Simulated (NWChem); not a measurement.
System: BHOCl$_{2}$; SMILES OB(Cl)Cl

Here is an NWChem input.

```
start job
memory heap 200 mb stack 900 mb global 1100 mb
geometry units angstroms noautoz
  B      0.372628     0.030624     0.000000
  Cl    -0.480026    -1.529779     0.000000
  Cl    -0.540123     1.535359     0.000000
  O      1.715563     0.096563     0.000000
  H      2.138738    -0.776456     0.000000
end
basis spherical
  * library def2-svpd
end
dft
  xc xpbe96 cpbe96
  iterations 150
end
tddft
  cis
  nroots 6
  notriplet
end
task tddft energy
```

Parts of the log:

```
             Northwest Computational Chemistry Package (NWChem) 7.3.0
             --------------------------------------------------------

 CS  symmetry detected

                             Geometry "geometry" -> ""
                             -------------------------

 Output coordinates in angstroms (scale by  1.889725989 to convert to a.u.)

  No.       Tag          Charge          X              Y              Z
 ---- ---------------- ---------- -------------- -------------- --------------
    1 B                    5.0000     0.36512908     0.01699773     0.00000000
    2 Cl                  17.0000    -0.52381748    -1.52301862     0.00000000
    3 Cl                  17.0000    -0.51214871     1.54268626     0.00000000
    4 O                    8.0000     1.70923962     0.05148301     0.00000000
    5 H                    1.0000     2.11186288    -0.83120253     0.00000000

 Effective nuclear repulsion energy (a.u.)     181.2893953039

      Symmetry information
      --------------------

 Group name             Cs
 Group number              2
 Group order               2
 No. of unique centers     5

  pbe96 is a nonlocal functional; adding pw91lda local functional.

                                 NWChem DFT Module
                                 -----------------

 Summary of "ao basis" -> "ao basis" (spherical)
 ------------------------------------------------------------------------------
       Tag                 Description            Shells   Functions and Types
 ---------------- ------------------------------  ------  ---------------------
 B                         def2-svpd                 8       20   4s2p2d
 Cl                        def2-svpd                11       27   5s4p2d
 O                         def2-svpd                 9       23   4s3p2d
 H                         def2-svpd                 4        8   2s2p

      Symmetry analysis of basis
      --------------------------

        a'         74
        a"         31

[...]

                                NWChem TDDFT Module
                                -------------------

            General Information
            -------------------
           No. of orbitals :     210
            Alpha orbitals :     105
             Beta orbitals :     105
        Alpha frozen cores :       0
         Beta frozen cores :       0
     Alpha frozen virtuals :       0
      Beta frozen virtuals :       0
         Spin multiplicity :       1
    Number of AO functions :     105
        Use of symmetry is : off
      Symmetry adaption is : on
         Schwarz screening :  0.10D-07

              XC Information
              --------------
   PerdewBurkeErnzerhof Exchange Functional   1.00
     Perdew 1991 LDA Correlation Functional   1.00 local
    PerdewBurkeErnz. Correlation Functional   1.00 non-local

             TDDFT Information
             -----------------
          Calculation type : Tamm-Dancoff TDDFT
         Wavefunction type : Restricted singlets
          No. of electrons :      48
           Alpha electrons :      24
            Beta electrons :      24
              No. of roots :       6
          Max subspacesize :    5200
            Max iterations :     100
               Target root :       1
           Target symmetry : none
      Symmetry restriction : off
                 Algorithm : Optimal
        Davidson threshold :  0.10D-03

    6 smallest eigenvalue differences (eV)
--------------------------------------------------------
  No. Spin  Occ  Vir  Irrep   E(Occ)    E(Vir)   E(Diff)
--------------------------------------------------------
    1    1   24   25 a"       -0.285    -0.059     6.159
    2    1   23   25 a'       -0.303    -0.059     6.636
    3    1   24   26 a'       -0.285    -0.034     6.841
    4    1   22   25 a'       -0.313    -0.059     6.917
    5    1   21   25 a"       -0.314    -0.059     6.927
    6    1   23   26 a"       -0.303    -0.034     7.319
--------------------------------------------------------

  Entering Davidson iterations
  Restricted singlet excited states

  Iter   NTrls   NConv    DeltaV     DeltaE      Time
  ----  ------  ------  ---------  ---------  ---------
    1      6       0     0.20E+00   0.10+100        3.9
    2     12       0     0.13E+00   0.30E-01        4.0
    3     18       1     0.77E-01   0.15E-01        4.3
    4     23       3     0.59E-01   0.18E-01        3.9
    5     26       4     0.13E-01   0.49E-02        3.3
    6     28       4     0.22E-02   0.19E-03        3.8
    7     30       4     0.48E-03   0.46E-05        3.2
    8     32       6     0.67E-04   0.29E-06        2.9
  ----  ------  ------  ---------  ---------  ---------
  Convergence criterion met

  Ground state a'      -1020.381188120443 a.u.

  ----------------------------------------------------------------------------
  Root   1 singlet a"             0.228787906 a.u.                6.2256 eV
  ----------------------------------------------------------------------------
     Transition Moments    X  0.00000   Y -0.00000   Z  0.01601
     Dipole Oscillator Strength                    0.0000390823
     Electric Quadrupole                           0.0000000098
     Magnetic Dipole                               0.0000002668
     Total Oscillator Strength                     0.0000393590

[...]
```

Level: PBE/def2-SVPD, TDA. Coordinates come from a B3LYP/6-31G* (spherical d) optimisation.
